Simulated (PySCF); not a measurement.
Two-component Hartree-Fock for Xe²⁺ (xenon, charge +2)

Start: [Kr] 4d10 5s1 5p5; 5s1/2 filled at m_j = +1/2; 5p1/2 filled at m_j = -1/2, +1/2; 5p3/2 filled at m_j = -1/2, +1/2, +3/2. Calculated with PySCF 2.14 in x2c-TZVPall-2c (8s9p5d2f, 74 functions): generalised Hartree-Fock with the X2C-1e Hamiltonian and a Gaussian nucleus; one run each with spin-orbit coupling (SO) switched off, then screened by Boettger's factors. This is a chosen level, not necessarily the ground level.

| spinor shell | electrons | ε, spin-free (eV) | ε, screened SO (eV) | weight of nominal j (screened SO) | rms radius, screened SO (bohr) |
| --- | --- | --- | --- | --- | --- |
| 1s1/2 | 2 | -34750.7 | -34746.5 | 1.000 | 0.0305 |
| 2s1/2 | 2 | -5529.6 | -5528.3 | 1.000 | 0.124 |
| 2p1/2 | 2 | -4957.1 | -5183.0 | 1.000 | 0.107 |
| 2p3/2 | 4 | -4957.1 | -4855.5 | 1.000 | 0.112 |
| 3s1/2 | 2 | -1192.8 | -1192.4 | 1.000 | 0.326 |
| 3p1/2 | 2 | -1003.6 | -1047.7 | 1.000 | 0.318 |
| 3p3/2 | 4 | -1003.6 | -983.55 | 1.000 | 0.330 |
| 3d3/2 | 4 | -723.31 | -730.98 | 1.000 | 0.302 |
| 3d5/2 | 6 | -723.31 | -717.68 | 1.000 | 0.305 |
| 4s1/2 | 2 | -251.95 | -251.74 | 1.000 | 0.762 |
| 4p1/2 | 2 | -189.55 | -198.38 | 1.000 | 0.796 |
| 4p3/2 | 4 | -189.55 | -185.35 | 1.000 | 0.823 |
| 4d3/2 | 4 | -95.283 | -96.459 | 0.990 | 0.935 |
| 5s1/2 | 1 | -49.839 | -49.737 | 1.000 | 1.91 |
| 5p1/2 | 2 | -31.386 | -33.414 | 0.677 | 2.18 |
| 5p3/2 | 3 | -31.386 | -30.172 | 0.785 | 2.29 |

Q: Where does 4d5/2 lie, and what is the 4d spin-orbit splitting (screened SO)?

A: At -94.232 eV, 2.227 eV above 4d3/2.

```
   quantity    spin-free  screened SO
E (hartree)  -7440.65730  -7443.08509
        M_J            2            2
       ⟨J²⟩        6.015        6.014
       ⟨L²⟩        2.005        2.033
       ⟨S²⟩        2.010        2.034
```

Each row is a mean over spinors that exchange with the open shell spreads, by up to 4.078 eV (5p3/2).

Rows whose weight is well below 1 are mixtures of j = l ± 1/2: exchange outweighs spin-orbit coupling there, and the label is only the starting occupation.

Breit and QED terms are absent; they matter most for the inner s and p1/2 levels.

Densities and radii are taken from the X2C orbitals without a picture-change correction, which distorts them close to the nucleus.

Without spin-orbit coupling the j labels of p, d and f shells carry no meaning; the spin-free column gives the mean over the occupied spinors of each nl shell.
